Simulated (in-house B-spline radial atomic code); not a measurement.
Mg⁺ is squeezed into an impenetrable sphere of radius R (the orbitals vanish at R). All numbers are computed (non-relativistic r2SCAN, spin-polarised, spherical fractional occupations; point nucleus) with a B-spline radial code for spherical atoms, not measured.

Energies in eV above the free ion in [Ne] 3s1:

| R (bohr) | highest level (eV) | [Ne] 3s1 | [Ne] 3d1 | [He] 2s2 2p5 3s1 3d1 |
| --- | --- | --- | --- | --- |
| 8.46 | -12 | 0.005349 | 9.536 | 62.33 |
| 6.09 | -11.7 | 0.1941 | 11.39 | 63.44 |
| 4.96 | -10.8 | 0.9167 | 14.08 | 65.63 |
| 4.19 | -8.84 | 2.545 | 17.75 | 69.47 |
| 3.75 | -6.55 | 4.568 | 21.17 | 73.72 |
| 2.85 | 5.78 | 16.15 | 34.85 | 94.91 |
| 2.61 | 13.1 | 23.43 | 41.62 | 106.9 |
| 2.08 | 46 | 59.28 | 69.79 | 160 |
| 1.92 | 64.8 | 81.78 | 86.04 | 190.7 |
| 1.34 | 235 | 333.1 | 263.2 | 499.2 |

Problem. Does [Ne] 3d1 fall below [Ne] 3s1 under compression?

Solution. Yes, between R = 1.92 and 1.34 bohr the order changes (near 1.89 bohr by linear interpolation).

Problem. Does [He] 2s2 2p5 3s1 3d1 fall below [Ne] 3s1 under compression?

Solution. No, it stays above over the whole range.

The highest level is first positive in the row R = 2.85 bohr, pushed up by confinement above the zero of the free ion's potential. Each configuration is held fixed and needn't be the lowest in the sphere.
